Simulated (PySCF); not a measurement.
## Radial density of Hg⁵³⁺ (mercury, charge +53)

UHF, [Ar] 3d9, 2D determinant. All numbers are calculated (PySCF 2.14, no relativity, point nucleus, in an uncontracted even-tempered set (16 s from 13 bohr⁻², ratio 2.5; 10 p from 17 bohr⁻², ratio 2.5; 7 d from 17 bohr⁻², ratio 2.5; 4 f from 69 bohr⁻², ratio 2.7; 3 g from 100 bohr⁻², ratio 2.7)).

```json
{"r (bohr)": "0.000368", "4πr²ρ (e/bohr)": "0.5881", "4πr²(ρα − ρβ)": "0.0000"}
{"r (bohr)": "0.000619", "4πr²ρ (e/bohr)": "1.598", "4πr²(ρα − ρβ)": "0.0000"}
{"r (bohr)": "0.00104", "4πr²ρ (e/bohr)": "4.227", "4πr²(ρα − ρβ)": "0.0000"}
{"r (bohr)": "0.00175", "4πr²ρ (e/bohr)": "10.67", "4πr²(ρα − ρβ)": "-0.0001"}
{"r (bohr)": "0.00295", "4πr²ρ (e/bohr)": "24.95", "4πr²(ρα − ρβ)": "-0.0001"}
{"r (bohr)": "0.00496", "4πr²ρ (e/bohr)": "51.26", "4πr²(ρα − ρβ)": "-0.0003"}
{"r (bohr)": "0.00834", "4πr²ρ (e/bohr)": "85.17", "4πr²(ρα − ρβ)": "-0.0004"}
{"r (bohr)": "0.0140", "4πr²ρ (e/bohr)": "102.5", "4πr²(ρα − ρβ)": "0.0019"}
{"r (bohr)": "0.0236", "4πr²ρ (e/bohr)": "93.21", "4πr²(ρα − ρβ)": "0.0356"}
{"r (bohr)": "0.0397", "4πr²ρ (e/bohr)": "116.6", "4πr²(ρα − ρβ)": "0.3724"}
{"r (bohr)": "0.0668", "4πr²ρ (e/bohr)": "134.3", "4πr²(ρα − ρβ)": "2.2925"}
{"r (bohr)": "0.112", "4πr²ρ (e/bohr)": "103.8", "4πr²(ρα − ρβ)": "6.2923"}
{"r (bohr)": "0.189", "4πr²ρ (e/bohr)": "96.59", "4πr²(ρα − ρβ)": "4.7605"}
{"r (bohr)": "0.318", "4πr²ρ (e/bohr)": "11.33", "4πr²(ρα − ρβ)": "0.4402"}
{"r (bohr)": "0.534", "4πr²ρ (e/bohr)": "0.06623", "4πr²(ρα − ρβ)": "0.0023"}
```

A non-relativistic calculation at this Z misses sizeable relativistic shifts. Spin-orbit coupling, absent here, splits the open shell strongly.
